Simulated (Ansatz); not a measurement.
The cluster PSe3, relaxed as a doublet with UKS r2SCAN-D4/def2-SVP in Ansatz, starting from the GFN1-xTB geometry. Force threshold 0.02 eV/Å.

The structure comes from a short search, and lower isomers may exist.

Start:

Cartesian coordinates in Å:
```
P -0.0115 0.0158 0.7128
Se 2.0372 -0.0848 0.9784
Se -0.9491 1.2425 -0.8719
Se -1.0765 -1.1735 -0.8193
```

Problem. Estimate the energy that the relaxation releases and the steps that it takes.

Solution. 6.0 kJ/mol, in 5 steps; 6.5 s on 4 threads of Intel Xeon 6975P-C on a shared host. No frequencies were taken in this run, so the end may be a saddle point.

Problem. Does the start keep its bonding and symmetry?

Solution. By distances, no bond broke or formed. The bond that changes most is P1–Se3, from 2.21 to 2.27 Å (atoms count from 1). Point group Cs at the start, Cs at the end, both within 0.05 Å.

Problem. Predict the relaxed structure.

Solution. 
```xyz
4

P    -0.008    0.017    0.746
Se    2.084   -0.087    0.998
Se   -0.975    1.251   -0.898
Se   -1.102   -1.180   -0.845
```
Bond lengths: 3 × P–Se 2.11 to 2.27 Å; 1 × Se–Se 2.44 Å.
